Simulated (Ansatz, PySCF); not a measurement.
Molecule: sum formula H₅SiO₃, charge 1, multiplicity 1. It need not be the lowest isomer of its formula. 
Structure (B3LYP-D3(BJ)/def2-TZVP (Ansatz, a program for electronic structure) minimum search):
SMILES: [OH2+][SiH](O)O
```xyz
9

Si     0.0601    -0.2683     0.3617
O     -0.6942     1.3420     0.0134
O     -0.8744    -1.1022    -0.6321
O      1.5321     0.1375    -0.1122
H     -0.1230    -0.5107     1.7874
H     -0.1181     2.0998    -0.1912
H     -1.1499    -2.0195    -0.5388
H      2.3662    -0.2083     0.2207
H     -1.5240     1.3756    -0.4949
```
Charge +1, spin multiplicity 1.

Total electronic energies in hartree. Cores are frozen in the correlated levels unless marked. No spin-orbit coupling. Non-relativistic. Basis-set limits of correlation are two-point, X^-3; Hartree-Fock from the larger set. [CCSD(T)-MP2]/basis is that difference in the basis named.

```json
[
 {"level": "HF/6-31G*", "program": "Ansatz", "energy (Eh)": "-516.27503"},
 {"level": "HF/cc-pV(T+d)Z", "program": "Ansatz", "energy (Eh)": "-516.44072"},
 {"level": "HF/cc-pwCVTZ", "program": "Ansatz", "energy (Eh)": "-516.44357"},
 {"level": "HF/cc-pV(Q+d)Z", "program": "Ansatz", "energy (Eh)": "-516.46418"},
 {"level": "HF-D3(BJ)/def2-TZVPD", "program": "PySCF + dftd3", "energy (Eh)": "-516.48736"},
 {"level": "RI-HF/cc-pV(T+d)Z", "program": "Ansatz", "energy (Eh)": "-516.44061"},
 {"level": "PBE-D3(BJ)/def2-TZVPD", "program": "Ansatz + dftd3", "energy (Eh)": "-517.75755"},
 {"level": "PBE-D4/def2-TZVPD", "program": "Ansatz + dftd4", "energy (Eh)": "-517.75691"},
 {"level": "revPBE-D3(BJ)/def2-TZVPD", "program": "Ansatz + dftd3", "energy (Eh)": "-518.01750"},
 {"level": "PBE0-D4/def2-TZVPD", "program": "Ansatz + dftd4", "energy (Eh)": "-517.78765"},
 {"level": "CAM-B3LYP-D3(BJ)/def2-TZVPD", "program": "Ansatz + dftd3", "energy (Eh)": "-518.09173"},
 {"level": "LC-wPBE-D4/def2-TZVPD", "program": "Ansatz + dftd4", "energy (Eh)": "…"},
 {"level": "wB97M-V/def2-TZVPD", "program": "Ansatz", "energy (Eh)": "-518.05914"},
 {"level": "PBE-QIDH/def2-TZVPD", "program": "Ansatz", "energy (Eh)": "-517.67294"},
 {"level": "MP2/STO-3G", "program": "Ansatz", "energy (Eh)": "-510.06396"},
 {"level": "MP2/6-31G", "program": "Ansatz", "energy (Eh)": "-516.54454"},
 {"level": "MP2/cc-pV(T+d)Z", "program": "Ansatz", "energy (Eh)": "-517.28118"},
 {"level": "SCS-MP2/cc-pwCVTZ", "program": "Ansatz", "energy (Eh)": "-517.28845"},
 {"level": "CCSD/cc-pV(T+d)Z", "program": "Ansatz", "energy (Eh)": "-517.29864"},
 {"level": "CCSD/CBS(cc-pV(T+d)Z,cc-pV(Q+d)Z)", "program": "Ansatz", "energy (Eh)": "-517.4254"},
 {"level": "CCSD(T)/cc-pwCVTZ", "program": "Ansatz", "energy (Eh)": "-517.34516"},
 {"level": "RI-MP2/CBS(cc-pV(T+d)Z,cc-pV(Q+d)Z)+[CCSD(T)-MP2]/cc-pV(T+d)Z", "program": "Ansatz", "energy (Eh)": "-517.4656"},
 {"level": "CCSD(T)/CBS(cc-pV(T+d)Z,cc-pV(Q+d)Z)", "program": "Ansatz", "energy (Eh)": "-517.4606"}
]
```

Question: Some entries are withheld; supply them.

Answer: 
- LC-wPBE-D4/def2-TZVPD, energy (Eh): -517.93627
